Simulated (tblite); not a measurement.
Input of a run (GFN2-xTB geometry optimisation, gas phase (tblite 0.8.0)), started from a force field or distance geometry:
```
{"job": {"kind": "relax", "xc": "GFN2-xTB", "basis": "xTB"}, "charge": 0, "multiplicity": 1}
C      3.755600     0.601300     0.424100
C      2.675800     0.653700    -0.393100
C      1.272100     0.745800     0.093800
P      0.281400    -0.584100    -0.592000
C      0.922300    -2.094400     0.146100
O      0.248600    -0.632900    -2.088800
C     -1.354100    -0.404200     0.132700
C     -2.131700     0.784500    -0.405700
C     -3.517100     0.870900     0.210000
H      3.649800     0.641300     1.510100
H      4.746500     0.530900     0.010400
H      2.824700     0.609000    -1.461100
H      1.200400     0.733200     1.194100
H      0.851500     1.704300    -0.247600
H      1.935400    -2.283600    -0.213000
H      0.291500    -2.943500    -0.121500
H      0.948300    -2.016400     1.233000
H     -1.913900    -1.336200    -0.057900
H     -1.252600    -0.315600     1.229800
H     -1.583500     1.708700    -0.209100
H     -2.232300     0.696600    -1.493900
H     -4.063400     1.736400    -0.198600
H     -3.452600     1.005700     1.307300
H     -4.114600    -0.033300    -0.001800
```

Output (eV, eV/Å):
```
step      E/eV     max force
  0    -795.69147    2.960
  1    -795.78237    2.256
  2    -795.84469    0.224
  3    -795.85169    0.175
  4    -795.85697    0.119
  5    -795.85855    0.100
  6    -795.86083    0.139
  7    -795.86194    0.087
  8    -795.86288    0.075
  9    -795.86377    0.065
 10    -795.86465    0.069
 11    -795.86544    0.065
 12    -795.86615    0.057
 13    -795.86695    0.066
 14    -795.86789    0.072
 15    -795.86883    0.074
 16    -795.86958    0.057
 17    -795.87020    0.046
 18    -795.87083    0.068
 19    -795.87154    0.069
 20    -795.87221    0.065
 21    -795.87271    0.049
 22    -795.87311    0.046
 23    -795.87351    0.058
 24    -795.87389    0.049
 25    -795.87422    0.041
 26    -795.87452    0.032
 27    -795.87484    0.057
 28    -795.87523    0.063
 29    -795.87565    0.044
 30    -795.87604    0.038
 31    -795.87636    0.043
 32    -795.87662    0.044
 33    -795.87684    0.040
 34    -795.87706    0.033
 35    -795.87732    0.035
 36    -795.87762    0.048
 37    -795.87787    0.040
 38    -795.87803    0.024
 39    -795.87814    0.022
 40    -795.87824    0.025
 41    -795.87835    0.030
 42    -795.87846    0.023
 43    -795.87856    0.019
 44    -795.87866    0.021
 45    -795.87876    0.023
 46    -795.87884    0.018
 47    -795.87890    0.017
 48    -795.87894    0.017
 49    -795.87900    0.019
 50    -795.87909    0.023
 51    -795.87920    0.025
 52    -795.87930    0.020
 53    -795.87938    0.020
 54    -795.87944    0.018
 55    -795.87950    0.014
 56    -795.87955    0.016
 57    -795.87961    0.016
 58    -795.87966    0.022
 59    -795.87973    0.024
 60    -795.87981    0.020
 61    -795.87991    0.021
 62    -795.88002    0.025
 63    -795.88014    0.026
 64    -795.88027    0.024
 65    -795.88041    0.024
 66    -795.88054    0.027
 67    -795.88066    0.028
 68    -795.88076    0.025
 69    -795.88085    0.025
 70    -795.88093    0.023
 71    -795.88100    0.021
 72    -795.88105    0.019
 73    -795.88112    0.019
 74    -795.88119    0.022
 75    -795.88128    0.024
 76    -795.88137    0.021
 77    -795.88143    0.015
 78    -795.88148    0.015
 79    -795.88153    0.016
 80    -795.88158    0.016
 81    -795.88163    0.014
 82    -795.88167    0.013
 83    -795.88170    0.012
 84    -795.88172    0.011
 85    -795.88174    0.007
```

Q: Summarise the run.

A: The energy falls by 0.190 eV over 85 L-BFGS steps, the largest force on an atom goes from 2.96 to 0.007 eV/Å, and the atoms move by 0.128 Å rms after alignment. The bond that changes most is C3–P4 (sp3 carbon bound to phosphorus to phosphoryl phosphorus), which lengthens by 0.056 Å. Bonds longer at the end by more than 0.005 Å: 4 of 23; shorter: 10. Among the angles that change most is P4–C7–C8, from 113.6° to 109.8°. Among the dihedrals that turn most is C1–C2–C3–H14, from 116° to 127°. The energy never rose by more than 1e-5 eV on the way. The first step brought 48 % of the lowering.

Q: What are the final bond lengths?

A: C1=C2 1.321 Å, C2–C3 1.488 Å, C3–P4 1.851 Å, P4–C5 1.834 Å, P4=O6 1.468 Å, P4–C7 1.844 Å, C7–C8 1.523 Å, C8–C9 1.524 Å, C1–H10 1.079 Å, C1–H11 1.076 Å, C2–H12 1.082 Å, C3–H13 1.089 Å, C3–H14 1.094 Å, C5–H15 1.089 Å, C5–H16 1.088 Å, C5–H17 1.085 Å, C7–H18 1.094 Å, C7–H19 1.091 Å, C8–H20 1.093 Å, C8–H21 1.093 Å, C9–H22 1.087 Å, C9–H23 1.089 Å, C9–H24 1.088 Å. Numbering counts from 1 in the input's order; the species is `C=CC[P@](C)(=O)CCC`.

Its GFN2-xTB frequencies are all real (lowest 39 cm⁻¹). One conformer, not necessarily the lowest. 3 starts were optimised and ended at 0.00, 1.62 and 2.99 kcal/mol (GFN2-xTB); the lowest of these is shown.

The numbers are calculated, not measured.
